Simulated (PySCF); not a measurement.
This PySCF input asks for the NMR shieldings of `CC(C)N[SiH2][SiH2]N`, C$_{3}$H$_{14}$N$_{2}$Si$_{2}$; the geometry comes from GFN2-xTB.

```python
import basis_set_exchange as bse
import numpy as np
from pyscf import gto, dft
from pyscf.prop import nmr

atoms = """
C    -2.148451    1.254438   -0.786334
C    -1.617605   -0.026844   -0.143967
C    -2.234618   -0.233990    1.240664
N    -0.174943    0.013962   -0.087359
Si    0.831996   -1.374355   -0.176476
Si    3.005243   -0.677506    0.011350
N     3.063032    1.033988   -0.229812
H    -1.707932    1.387299   -1.771152
H    -1.892353    2.115938   -0.172132
H    -3.229603    1.210531   -0.888479
H    -1.880193   -0.880922   -0.776607
H    -1.996938    0.609274    1.886950
H    -1.835448   -1.139624    1.690625
H    -3.315731   -0.323686    1.169067
H     0.149046    0.802708    0.453563
H     0.513571   -2.414624    0.828671
H     0.464054   -1.998589   -1.458959
H     3.626134   -0.834428    1.332114
H     3.876257   -1.432336   -0.912152
H     3.952332    1.503352   -0.157438
H     2.543230    1.422359   -1.000785
"""
names = dict.fromkeys(["C", "N", "Si", "H"], "pcSseg-1")
basis = {el: gto.basis.parse(bse.get_basis(n, elements=[el], fmt="nwchem")) for el, n in names.items()}
mol = gto.M(atom=atoms, basis=basis, charge=0, verbose=0)
mf = dft.RKS(mol, xc="PBE0")
mf.grids.level = 2
mf.grids.alignment = dft.numint.BLKSIZE   # the property module wants whole blocks of grid points
mf.conv_tol = 1e-9
mf.kernel()

calc = nmr.RKS(mf)   # GIAO
C = mf.mo_coeff
Co = C[:, mf.mo_occ > 0]
resp = mf.gen_response(singlet=True, hermi=2)
def vind(x):   # induced exchange potential for any number of trial vectors
    d = np.einsum("pi,xij,qj->xpq", C, 2 * x.reshape(-1, C.shape[1], Co.shape[1]), Co, optimize=True)
    return np.einsum("xpq,pi,qj->xij", resp(d - d.transpose(0, 2, 1)), C, Co, optimize=True).ravel()
mo1, _ = nmr.rhf.solve_mo1(calc, with_cphf=vind)
sigma = calc.kernel(mo1)
for i, s in enumerate(sigma):   # ppm
    print("%2d %-2s %9.2f" % (i, mol.atom_pure_symbol(i), np.trace(s) / 3))
```

Problem. What does it print?

Solution. 
```
 0 C     157.48
 1 C     136.50
 2 C     159.61
 3 N     229.74
 4 Si    413.68
 5 Si    409.29
 6 N     273.38
 7 H      30.27
 8 H      30.89
 9 H      30.53
10 H      28.88
11 H      31.05
12 H      30.02
13 H      30.56
14 H      32.19
15 H      26.77
16 H      26.93
17 H      26.87
18 H      26.76
19 H      31.83
20 H      32.09
```

These numbers come from an equivalent density-fitted implementation of the same equations, which agrees with the script to about 0.01 ppm for H and up to a few tenths of a ppm for heavy atoms, so last digits may differ.

Problem. Turn these shieldings into chemical shifts. Shifts are taken against calculated references (same method and geometry level): $^{13}$C (186.93 ppm) and $^{29}$Si (349.16 ppm) and $^{1}$H (31.72 ppm) against TMS; $^{15}$N (267.73 ppm) against NH3.

Solution. Averaging equivalent atoms: C 1: 50.4; C 0/2: 28.4; N 3: 38.0; N 6: -5.6; Si 5: -60.1; Si 4: -64.5; H 17/18: 4.90; H 15/16: 4.87; H 10: 2.84; H 7/8/9/11/12/13: 1.16; H 19/20: -0.24; H 14: -0.47 ppm. Experimental scales use liquid or dissolved standards, which lie at an offset from isolated NH3 (liquid NH3: subtract about 20 ppm).

Size and cost of the density-fitted run: 203 basis functions, 120 s wall time on 1 thread of an Intel Xeon, shared host; peak memory 0.93 GiB.
